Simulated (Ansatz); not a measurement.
Computed with Ansatz on PBE0-D4/def2-TZVP structures; ΔE is electronic, products minus reactants. CCSD(T)/CBS is the MP2 limit (def2-TZVPP, def2-QZVPP) plus CCSD(T) − MP2 in def2-TZVPP, frozen cores. For Ge outer-core shells are correlated without core-valence functions, which leaves a few kJ/mol of doubt a bond. Scalar relativity is left out up to krypton. One conformer a species, not always the lowest.

Reaction (redistribution): `C[SiH](Cl)Cl` + `[F][Ge]([F])([F])[c]1ccccc1` → `C[Si](Cl)(Cl)c1ccccc1` + `[F][GeH]([F])[F]`

`C[SiH](Cl)Cl`:

Cartesian coordinates in Å:
```
C -0.985 0.182 0.250
Si 0.741 -0.142 -0.322
Cl 1.405 -1.923 0.443
Cl 1.981 1.356 0.323
H -1.341 1.133 -0.153
H -1.649 -0.616 -0.090
H -1.023 0.228 1.340
H 0.871 -0.219 -1.792
```

`[F][Ge]([F])([F])[c]1ccccc1`:

Cartesian coordinates in Å:
```
F 1.513 -2.879 1.239
Ge 0.032 -2.384 0.533
F -0.173 -3.431 -0.808
F -1.216 -2.827 1.620
C 0.008 -0.524 0.119
C -1.195 0.177 0.152
C -1.210 1.528 -0.158
C -0.031 2.175 -0.497
C 1.168 1.478 -0.525
C 1.192 0.128 -0.217
H -2.116 -0.324 0.426
H -2.144 2.076 -0.131
H -0.046 3.232 -0.738
H 2.088 1.988 -0.785
H 2.132 -0.413 -0.231
```

`C[Si](Cl)(Cl)c1ccccc1`:

Z-matrix (Å, degrees):
```
C
Si 1 1.850
H 1 1.092 2 109.6
H 1 1.092 2 110.7 3 -119.5
H 1 1.092 2 110.7 3 119.5
Cl 2 2.057 1 109.1 3 57.8
Cl 2 2.057 1 109.0 3 -58.2
C 2 1.853 1 114.1 3 179.8
C 8 1.395 2 120.6 1 0.9
C 8 1.396 2 120.8 1 -179.1
C 9 1.387 8 120.8 2 180.0
H 9 1.085 8 120.2 2 -0.1
C 10 1.384 8 120.7 2 -180.0
H 10 1.085 8 119.9 2 0.1
C 11 1.386 9 119.9 8 -0.0
H 11 1.084 9 120.0 8 180.0
H 13 1.084 10 119.9 8 -180.0
H 15 1.084 11 120.0 9 180.0
```

`[F][GeH]([F])[F]`:

Z-matrix (Å, degrees):
```
Ge
F 1 1.707
F 1 1.707 2 106.4
F 1 1.707 2 106.4 3 113.1
H 1 1.516 2 112.4 3 -123.4
```

```json
{"species": "`C[SiH](Cl)Cl`", "CCSD(T)/CBS(def2) energy (Eh)": "-1249.21450"}
{"species": "`[F][Ge]([F])([F])[c]1ccccc1`", "CCSD(T)/CBS(def2) energy (Eh)": "-2606.94711"}
{"species": "`C[Si](Cl)(Cl)c1ccccc1`", "CCSD(T)/CBS(def2) energy (Eh)": "-1479.96079"}
{"species": "`[F][GeH]([F])[F]`", "CCSD(T)/CBS(def2) energy (Eh)": "-2376.20168"}
```

Q: Work out ΔE.

A: ΔE = (-1479.96079) + (-2376.20168) − (-1249.21450) − (-2606.94711) = -0.00086 Eh = -2.3 kJ/mol.

Largest T1 diagnostic among the species: 0.012.

The D4 term adds −9.7 kJ/mol with B3LYP and −6.0 kJ/mol with PBE0; it sums over pairs of atoms, weighted by their polarisabilities, and B3LYP, whose exchange is more repulsive, gets the larger term. Leaving LDA and LC-ωPBE aside and taking each functional with its dispersion term where it has one, the values, not all of them listed here, spread over 9.3 kJ/mol, from revPBE-D4 to B2PLYP. LDA lies −7.2 kJ/mol from PBE without D4. In def2-TZVPP, CCSD(T) changes the Hartree–Fock value by −7.8 kJ/mol (the triples alone add −2.2 kJ/mol) and MP2 by −13.5 kJ/mol.

B3LYP here is the variant with VWN-RPA as its local correlation; programs differ in this.
